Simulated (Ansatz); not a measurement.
Relaxation of `[CH3][Ge]1([CH3])[CH]=CC=[C]1[C]1=CC=[C]([C]2=CC=[CH][Ge]2([CH3])[CH3])[Ge]1([CH3])[CH3]` with RKS PBE-D4/def2-SVP.

```sh
$ ansatz run in.yaml --threads 2 --pin off --events-out ev --progress --plain --max-ram 32768MiB --backend cuda --devices 0, --max-vram 18GiB
```

```yaml
crystal:
  periodic: [false, false, false]
  atoms:
    - {symbol: C, position_ang: [3.928250, 3.095490, 0.153350]}
    - {symbol: Ge, position_ang: [4.046290, 1.253610, -0.598770]}
    - {symbol: C, position_ang: [4.068090, 1.329010, -2.590170]}
    - {symbol: C, position_ang: [5.511210, 0.186330, 0.164900]}
    - {symbol: C, position_ang: [4.990780, -0.866150, 0.814170]}
    - {symbol: C, position_ang: [3.556400, -1.011860, 0.832710]}
    - {symbol: C, position_ang: [2.801070, -0.082710, 0.196840]}
    - {symbol: C, position_ang: [1.388310, -0.114130, 0.146230]}
    - {symbol: C, position_ang: [0.634330, 0.820640, -0.493410]}
    - {symbol: C, position_ang: [-0.784480, 0.687880, -0.479490]}
    - {symbol: C, position_ang: [-1.339450, -0.370740, 0.170620]}
    - {symbol: C, position_ang: [-2.732270, -0.601670, 0.247700]}
    - {symbol: C, position_ang: [-3.291900, -1.652730, 0.895980]}
    - {symbol: C, position_ang: [-4.728260, -1.777360, 0.898900]}
    - {symbol: C, position_ang: [-5.445400, -0.841520, 0.258750]}
    - {symbol: Ge, position_ang: [-4.216110, 0.479380, -0.524910]}
    - {symbol: C, position_ang: [-4.289220, 0.546170, -2.515550]}
    - {symbol: C, position_ang: [-4.430710, 2.311860, 0.229540]}
    - {symbol: Ge, position_ang: [0.144540, -1.447930, 0.938110]}
    - {symbol: C, position_ang: [0.164420, -1.483470, 2.930870]}
    - {symbol: C, position_ang: [0.308810, -3.271580, 0.150640]}
    - {symbol: H, position_ang: [3.024230, 3.591050, -0.186380]}
    - {symbol: H, position_ang: [4.783960, 3.683380, -0.164530]}
    - {symbol: H, position_ang: [3.916440, 3.058370, 1.237580]}
    - {symbol: H, position_ang: [3.165220, 1.800310, -2.965190]}
    - {symbol: H, position_ang: [4.132990, 0.328420, -3.004280]}
    - {symbol: H, position_ang: [4.923940, 1.903180, -2.931750]}
    - {symbol: H, position_ang: [6.573870, 0.355110, 0.110980]}
    - {symbol: H, position_ang: [5.594610, -1.607240, 1.322970]}
    - {symbol: H, position_ang: [3.107600, -1.852210, 1.350530]}
    - {symbol: H, position_ang: [1.095670, 1.657960, -1.006860]}
    - {symbol: H, position_ang: [-1.403700, 1.423140, -0.982930]}
    - {symbol: H, position_ang: [-2.687090, -2.395400, 1.403720]}
    - {symbol: H, position_ang: [-5.176300, -2.617270, 1.414750]}
    - {symbol: H, position_ang: [-6.521760, -0.871830, 0.222270]}
    - {symbol: H, position_ang: [-4.177440, -0.450530, -2.929010]}
    - {symbol: H, position_ang: [-3.495470, 1.173530, -2.908350]}
    - {symbol: H, position_ang: [-5.242770, 0.952210, -2.839270]}
    - {symbol: H, position_ang: [-4.396160, 2.278050, 1.313300]}
    - {symbol: H, position_ang: [-3.638830, 2.966050, -0.121240]}
    - {symbol: H, position_ang: [-5.384950, 2.730390, -0.075850]}
    - {symbol: H, position_ang: [-0.663270, -2.073020, 3.311610]}
    - {symbol: H, position_ang: [1.092520, -1.909940, 3.297480]}
    - {symbol: H, position_ang: [0.073160, -0.471740, 3.312840]}
    - {symbol: H, position_ang: [1.239280, -3.738260, 0.457230]}
    - {symbol: H, position_ang: [-0.516970, -3.901240, 0.465480]}
    - {symbol: H, position_ang: [0.296510, -3.200970, -0.932120]}
basis:
  gaussian: {orbitals: def2-SVP, fitting: {mean_field: def2-universal-jkfit}}
hamiltonian: {xc: pbe, dispersion: d4}
scf: {lower_state_search: "off"}
output: {orbitals: {seedname: orbitals}}
relax: {f_tol: 0.03, max_steps: 70}
```

Run time 23 s (2 threads of AMD EPYC 7R13 on a shared host and a share (18 GiB) of an NVIDIA H100 80GB HBM3), peak host memory 1 GiB.

Positions (Å) and forces (eV/Å) at steps 1, 2, 4, 5 of 5:

```xyz
47
step=1 energy=-188558.8314 eV
C     3.928    3.095    0.153    0.008   -0.939   -0.343
Ge    4.046    1.254   -0.599    0.175    0.065   -0.031
C     4.068    1.329   -2.590   -0.058   -0.076    0.997
C     5.511    0.186    0.165    0.052    0.992   -0.642
C     4.991   -0.866    0.814   -0.228   -0.392    0.240
C     3.556   -1.012    0.833    0.378   -0.331    0.237
C     2.801   -0.083    0.197   -0.449    0.663   -0.446
C     1.388   -0.114    0.146    0.407   -0.645    0.421
C     0.634    0.821   -0.493   -0.344    0.337   -0.222
C    -0.784    0.688   -0.479    0.270    0.383   -0.242
C    -1.339   -0.371    0.171   -0.272   -0.706    0.442
C    -2.732   -0.602    0.248    0.309    0.737   -0.452
C    -3.292   -1.653    0.896   -0.303   -0.404    0.227
C    -4.728   -1.777    0.899    0.293   -0.335    0.236
C    -5.445   -0.842    0.259   -0.244    0.981   -0.636
Ge   -4.216    0.479   -0.525   -0.201    0.031   -0.031
C    -4.289    0.546   -2.516    0.095   -0.064    0.997
C    -4.431    2.312    0.230    0.162   -0.930   -0.350
Ge    0.145   -1.448    0.938    0.002   -0.032    0.028
C     0.164   -1.483    2.931   -0.011    0.028   -1.029
C     0.309   -3.272    0.151   -0.085    0.952    0.399
H     3.024    3.591   -0.186   -0.655    0.307   -0.266
H     4.784    3.683   -0.165    0.615    0.364   -0.259
H     3.916    3.058    1.238   -0.009   -0.083    0.753
H     3.165    1.800   -2.965   -0.663    0.343   -0.217
H     4.133    0.328   -3.004    0.046   -0.722   -0.234
H     4.924    1.903   -2.932    0.612    0.415   -0.183
H     6.574    0.355    0.111    0.827    0.160   -0.058
H     5.595   -1.607    1.323    0.483   -0.496    0.343
H     3.108   -1.852    1.351   -0.310   -0.556    0.341
H     1.096    1.658   -1.007    0.289    0.545   -0.337
H    -1.404    1.423   -0.983   -0.389    0.486   -0.330
H    -2.687   -2.395    1.404    0.421   -0.492    0.343
H    -5.176   -2.617    1.415   -0.375   -0.582    0.356
H    -6.522   -0.872    0.222   -0.840   -0.002   -0.046
H    -4.177   -0.451   -2.929    0.081   -0.720   -0.235
H    -3.495    1.174   -2.908    0.582    0.461   -0.229
H    -5.243    0.952   -2.839   -0.678    0.295   -0.170
H    -4.396    2.278    1.313    0.030   -0.080    0.756
H    -3.639    2.966   -0.121    0.584    0.425   -0.279
H    -5.385    2.730   -0.076   -0.673    0.245   -0.246
H    -0.663   -2.073    3.312   -0.606   -0.433    0.217
H     1.093   -1.910    3.297    0.678   -0.312    0.206
H     0.073   -0.472    3.313   -0.063    0.713    0.211
H     1.239   -3.738    0.457    0.675   -0.288    0.249
H    -0.517   -3.901    0.465   -0.609   -0.405    0.261
H     0.297   -3.201   -0.932   -0.011    0.101   -0.745
47
step=2 energy=-188559.2557 eV
C     3.955    3.059    0.166    0.032   -0.309   -0.125
Ge    4.118    1.237   -0.584   -0.022    0.078   -0.050
C     4.095    1.304   -2.560    0.006   -0.013    0.334
C     5.607    0.198    0.161   -0.104    0.269   -0.176
C     5.066   -0.864    0.816   -0.087   -0.113    0.067
C     3.614   -1.009    0.835    0.057   -0.149    0.094
C     2.838   -0.073    0.193   -0.028    0.186   -0.122
C     1.414   -0.087    0.129    0.066   -0.190    0.136
C     0.639    0.855   -0.514   -0.066    0.123   -0.096
C    -0.796    0.720   -0.502    0.037    0.142   -0.078
C    -1.371   -0.349    0.155   -0.026   -0.205    0.129
C    -2.771   -0.599    0.243   -0.010    0.186   -0.129
C    -3.349   -1.663    0.896   -0.026   -0.147    0.112
C    -4.803   -1.789    0.903    0.103   -0.096    0.059
C    -5.542   -0.847    0.259    0.052    0.286   -0.183
Ge   -4.284    0.450   -0.510    0.001    0.081   -0.051
C    -4.309    0.517   -2.485    0.003   -0.015    0.336
C    -4.451    2.271    0.242    0.028   -0.312   -0.127
Ge    0.139   -1.395    0.905    0.011   -0.086    0.053
C     0.161   -1.448    2.879   -0.006    0.031   -0.344
C     0.303   -3.209    0.139   -0.033    0.326    0.114
H     3.023    3.534   -0.181   -0.152    0.075   -0.053
H     4.811    3.669   -0.164    0.136    0.139   -0.038
H     3.947    3.011    1.265    0.001    0.006    0.189
H     3.162    1.772   -2.916   -0.152    0.074   -0.058
H     4.164    0.285   -2.970    0.016   -0.170   -0.083
H     4.951    1.898   -2.917    0.140    0.098   -0.100
H     6.686    0.369    0.107    0.192    0.040   -0.017
H     5.677   -1.617    1.332    0.126   -0.141    0.099
H     3.162   -1.863    1.360   -0.057   -0.174    0.110
H     1.101    1.705   -1.036    0.045    0.170   -0.105
H    -1.418    1.469   -1.014   -0.075    0.158   -0.108
H    -2.737   -2.416    1.413    0.093   -0.164    0.105
H    -5.255   -2.641    1.428   -0.095   -0.165    0.101
H    -6.635   -0.880    0.222   -0.196    0.004   -0.009
H    -4.198   -0.498   -2.895    0.014   -0.170   -0.083
H    -3.486    1.148   -2.858    0.134    0.101   -0.058
H    -5.267    0.943   -2.825   -0.157    0.071   -0.099
H    -4.417    2.226    1.341   -0.001    0.006    0.190
H    -3.628    2.910   -0.117    0.134    0.102   -0.057
H    -5.410    2.712   -0.074   -0.160    0.112   -0.035
H    -0.681   -2.052    3.253   -0.148   -0.102    0.078
H     1.106   -1.886    3.238    0.165   -0.072    0.075
H     0.069   -0.422    3.270   -0.014    0.166    0.097
H     1.249   -3.673    0.460    0.167   -0.092    0.048
H    -0.538   -3.839    0.471   -0.146   -0.122    0.050
H     0.290   -3.141   -0.960    0.001   -0.019   -0.193
47
step=4 energy=-188559.2906 eV
C     3.942    3.043    0.175    0.003    0.002   -0.006
Ge    4.119    1.232   -0.581   -0.006    0.002    0.002
C     4.082    1.289   -2.549    0.003    0.005    0.001
C     5.607    0.197    0.162    0.003    0.004   -0.001
C     5.068   -0.873    0.822   -0.001    0.000   -0.004
C     3.612   -1.021    0.843   -0.024   -0.008   -0.003
C     2.839   -0.074    0.195    0.008   -0.001   -0.001
C     1.414   -0.073    0.120    0.000    0.006    0.013
C     0.639    0.879   -0.529    0.019   -0.015   -0.020
C    -0.800    0.743   -0.519   -0.019    0.009    0.023
C    -1.374   -0.334    0.144    0.000   -0.004   -0.002
C    -2.772   -0.601    0.244   -0.007   -0.009   -0.011
C    -3.344   -1.675    0.902    0.023    0.022    0.038
C    -4.803   -1.797    0.911    0.002   -0.016   -0.030
C    -5.542   -0.849    0.260   -0.003    0.007    0.004
Ge   -4.286    0.445   -0.506    0.006   -0.001   -0.004
C    -4.294    0.505   -2.475   -0.003    0.006    0.001
C    -4.435    2.257    0.250   -0.005    0.000   -0.004
Ge    0.137   -1.376    0.892    0.001   -0.007   -0.001
C     0.159   -1.427    2.859    0.000    0.005   -0.001
C     0.300   -3.182    0.128   -0.001    0.001   -0.002
H     2.986    3.501   -0.149    0.007   -0.006    0.004
H     4.777    3.687   -0.166   -0.009    0.000    0.006
H     3.956    2.994    1.280    0.000    0.000   -0.006
H     3.127    1.728   -2.901    0.007   -0.006    0.004
H     4.173    0.265   -2.959    0.000    0.006    0.002
H     4.918    1.905   -2.934   -0.008   -0.006   -0.003
H     6.692    0.371    0.106   -0.008   -0.008    0.002
H     5.687   -1.629    1.338   -0.003    0.010   -0.002
H     3.159   -1.880    1.371    0.012    0.006   -0.001
H     1.099    1.735   -1.057   -0.014   -0.002    0.006
H    -1.421    1.499   -1.034    0.015   -0.005   -0.003
H    -2.731   -2.432    1.424   -0.012   -0.002   -0.011
H    -5.262   -2.653    1.437    0.002    0.011   -0.002
H    -6.641   -0.880    0.220    0.010   -0.002    0.009
H    -4.201   -0.519   -2.885   -0.001    0.006    0.002
H    -3.443    1.113   -2.843   -0.006   -0.007    0.004
H    -5.237    0.955   -2.844    0.009   -0.004   -0.003
H    -4.421    2.208    1.356    0.000    0.001   -0.006
H    -3.586    2.884   -0.089   -0.005   -0.007    0.004
H    -5.381    2.735   -0.076    0.009    0.002    0.006
H    -0.686   -2.035    3.240    0.005    0.005   -0.002
H     1.108   -1.867    3.224   -0.006    0.004   -0.002
H     0.066   -0.400    3.261    0.001   -0.005    0.004
H     1.251   -3.653    0.448   -0.006    0.003   -0.004
H    -0.543   -3.820    0.461    0.006    0.003   -0.004
H     0.286   -3.124   -0.977    0.000   -0.005    0.003
47
step=5 energy=-188559.2911 eV
C     3.939    3.042    0.176    0.000    0.002    0.000
Ge    4.118    1.233   -0.581   -0.008   -0.012    0.008
C     4.078    1.288   -2.549    0.001    0.001   -0.003
C     5.606    0.198    0.161   -0.001   -0.002    0.001
C     5.067   -0.871    0.821    0.003    0.002   -0.001
C     3.611   -1.021    0.843    0.000    0.004   -0.002
C     2.839   -0.075    0.195    0.007    0.004   -0.002
C     1.414   -0.073    0.120   -0.003   -0.001    0.001
C     0.639    0.878   -0.530    0.000   -0.003    0.001
C    -0.800    0.743   -0.517    0.001   -0.003    0.002
C    -1.374   -0.334    0.145    0.004    0.000    0.000
C    -2.772   -0.601    0.244   -0.008    0.003   -0.002
C    -3.343   -1.673    0.904   -0.001    0.004   -0.002
C    -4.802   -1.796    0.908   -0.003    0.001    0.000
C    -5.542   -0.847    0.259    0.001   -0.002    0.001
Ge   -4.285    0.446   -0.507    0.010   -0.010    0.007
C    -4.290    0.504   -2.475   -0.001    0.001   -0.003
C    -4.432    2.257    0.250   -0.001    0.003    0.001
Ge    0.137   -1.376    0.892   -0.001    0.010   -0.006
C     0.159   -1.425    2.859    0.000   -0.001    0.003
C     0.300   -3.182    0.127    0.000   -0.002    0.000
H     2.979    3.495   -0.142   -0.001    0.000    0.001
H     4.768    3.692   -0.167   -0.001    0.001    0.001
H     3.958    2.992    1.281    0.000    0.002    0.002
H     3.120    1.719   -2.900   -0.002   -0.001    0.000
H     4.175    0.263   -2.956    0.000   -0.002   -0.002
H     4.909    1.908   -2.939   -0.001    0.000   -0.001
H     6.691    0.371    0.106   -0.001    0.001   -0.001
H     5.688   -1.626    1.338    0.000   -0.001    0.001
H     3.161   -1.881    1.372    0.000   -0.001    0.001
H     1.097    1.735   -1.057    0.000    0.001    0.000
H    -1.419    1.499   -1.034    0.000    0.001    0.000
H    -2.732   -2.433    1.424    0.000   -0.001    0.001
H    -5.262   -2.652    1.434    0.001   -0.001    0.000
H    -6.641   -0.879    0.223    0.001    0.002   -0.001
H    -4.203   -0.521   -2.883    0.000   -0.001   -0.002
H    -3.434    1.105   -2.841    0.002    0.000    0.000
H    -5.228    0.960   -2.849    0.001    0.000   -0.001
H    -4.422    2.206    1.356   -0.001    0.001    0.002
H    -3.578    2.881   -0.083    0.002    0.000    0.000
H    -5.373    2.742   -0.077    0.001    0.001    0.000
H    -0.686   -2.032    3.241    0.001    0.001    0.000
H     1.107   -1.865    3.225   -0.001    0.001    0.000
H     0.066   -0.397    3.260    0.000    0.000    0.001
H     1.251   -3.653    0.444   -0.001    0.001   -0.001
H    -0.543   -3.821    0.459    0.001    0.001   -0.001
H     0.285   -3.122   -0.979    0.000   -0.001    0.000
```

Single mean-field runs in def2-SVP are fitted with def2-universal-jkfit.
